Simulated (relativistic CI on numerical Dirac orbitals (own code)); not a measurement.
## Sm¹²⁺: sensitivity of the levels to the model

Base calculation: Dirac-Coulomb-Breit CI, KLI orbitals optimised for each configuration, a model potential for QED, unscaled Slater integrals.

Configuration list (outside the closed core [Kr] 4d10): 4f²5s², 4f⁴, 4f³5s, 4f5s²5p, 4f²5s5p, 4f³5p, 4f5s5p², 4f²5s5d, 5s²5p5d, 4f5s²5d, 4f³5d, 5s²5p², 5s5p³, 5s5p²5d, 4f²5p², 4f5p³, 4f5p²5d, 5s²5d², 5s5p5d², 5s5d³, 4f²5d², 4f5p5d², 4f5d³. Double excitations out of closed p, d and f shells are left out; levels of such configurations are missing from the list, as are those of other unlisted configurations, and high levels can miss mixing partners.

Variants: (1) QED terms removed; (2) Breit term removed. Shifts of the energy above 4f²5s² ³H4, in cm⁻¹, for the lowest level and the first level of each name with at least 55 % of one term (blank where a level changes its place among those of its configuration and J or its character, or is not in the variant):

| Level | Base | Δ(1) | Δ(2) |
| --- | --- | --- | --- |
| 4f²5s² ³H4 | 0.0 | 0.0 | 0.0 |
| 4f²5s² ³H5 | 4489.3 | -24.7 | +415.5 |
| 4f²5s² ³H6 | 9046.2 | -47.4 | +842.5 |
| 4f²5s² ³F2 | 9869.2 | -6.6 | -18.4 |
| 4f²5s² ³F3 | 12804.1 | -24.3 | +286.0 |
| 4f²5s² ¹D2 | 34114.4 | -23.3 | +230.1 |
| 4f²5s² ¹I6 | 40794.8 | -28.1 | +610.8 |
| 4f²5s² ³P0 | 41468.5 | -12.1 | -11.1 |
| 4f²5s² ³P1 | 42839.5 | -21.8 | +118.5 |
| 4f²5s² ³P2 | 45309.0 | -39.8 | +522.2 |
| 4f³5s ⁵I°4 | 70436.9 | +1068.1 | +1687.5 |
| 4f³5s ⁵I°5 | 72363.8 | +1057.8 | +1887.6 |
| 4f³5s ⁵I°6 | 74690.0 | +1044.7 | +2148.6 |
| 4f³5s ⁵I°7 | 77310.9 | +1030.5 | +2452.6 |

At this charge transitions that keep the count of f electrons are usually good to a few per cent. Terms inside the open d or f shell come out 10 to 20 % too wide with unscaled integrals. Levels and lines within the n = 5 or 6 shells can be off by up to 10 % or somewhat more, and those that change n by about 2 %, since core polarisation is missing. Levels that differ in their count of f electrons can be misplaced by several ten thousand cm⁻¹, since the correlation energy of f electrons is missing or only estimated; rates across such gaps can be off by orders of magnitude.

Ionisation energy from one configuration of each of the two ions, the ground ones as tabulated or assumed: base 227.932 eV; Breit term removed 227.841 eV. The NIST ASD value (theoretical) is 237 ± 12 eV.

LS names give the leading component of a level, which can be under half, so a name can repeat, a term be missing and a line seem to break the LS rules.
